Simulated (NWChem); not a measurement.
CH6GeOSi, singlet; SMILES [O]([Ge][SiH3])C

```xyz
10

Ge     0.9225     0.2314     0.0001
O     -0.3320     1.4940    -0.0007
C     -1.7282     1.4540     0.0004
H     -2.1295     0.4234    -0.0053
H     -2.1177     1.9697     0.8947
H     -2.1190     1.9802    -0.8871
Si    -0.5437    -1.8259     0.0000
H     -1.4254    -1.9291    -1.2122
H     -1.4361    -1.9274     1.2043
H      0.3428    -3.0357     0.0046
```
Atoms are numbered in this order, from 1.

Computed with NWChem. Low-valent species are run as closed-shell singlets; no triplet was tried in these runs. All runs use the structure optimised with PBE0/def2-SVP. Total energies compare along this basis series because the functional is fixed.

```json
[
 {"level": "Hartree-Fock/cc-pVDZ", "basis functions": "103", "energy (Ha)": "-2480.4715", "highest occupied level (eV)": "-8.39", "orbital gap (eV)": "8.94", "dipole (D)": "0.56"},
 {"level": "Hartree-Fock/aug-cc-pVDZ", "basis functions": "163", "energy (Ha)": "-2480.4842", "highest occupied level (eV)": "-8.42", "orbital gap (eV)": "?", "dipole (D)": "0.62"},
 {"level": "Hartree-Fock/cc-pVTZ", "basis functions": "221", "energy (Ha)": "-2480.5981", "highest occupied level (eV)": "-8.41", "orbital gap (eV)": "8.82", "dipole (D)": "0.60"}
]
```

Q: What belongs in the gaps?

A: 
- Hartree-Fock/aug-cc-pVDZ, orbital gap (eV): 8.61
